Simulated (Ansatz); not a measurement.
**C2H4ClFSi: structure from calculated spectroscopic constants**

These gas-phase data were calculated for one isomer of C2H4ClFSi at PBE0-D3(BJ)/def2-SVP (harmonic, unscaled wavenumbers; equilibrium rotational constants with average atomic masses):

```
rotational constants            : 4.559, 2.499, 1.875 GHz
all wavenumbers above 1500 cm⁻¹ : 3231, 3221, 3137, 3135
```

Candidates:

(1) `C=C[Si@H](F)Cl`, a singlet
(2) `F[Si]1(Cl)CC1`, a singlet

Assign the data to one candidate and say why.

Candidate (2). No mode falls between 2000 and 2380 cm⁻¹, where the Si–H stretch of (1) would stand.

The same quantities for all candidates:

```tsv
	rotational constants (GHz)	wavenumbers above 1500 cm⁻¹	E above the lowest, PBE0-D3(BJ)/def2-SVP (kcal/mol)
(1)	3.47, 2.747, 1.694	3251, 3163, 3148, 2297, 1691	0.0
(2)	4.559, 2.499, 1.875	3231, 3221, 3137, 3135	11.5
```

Each candidate is one conformer. Programs: Ansatz 0.2.0.
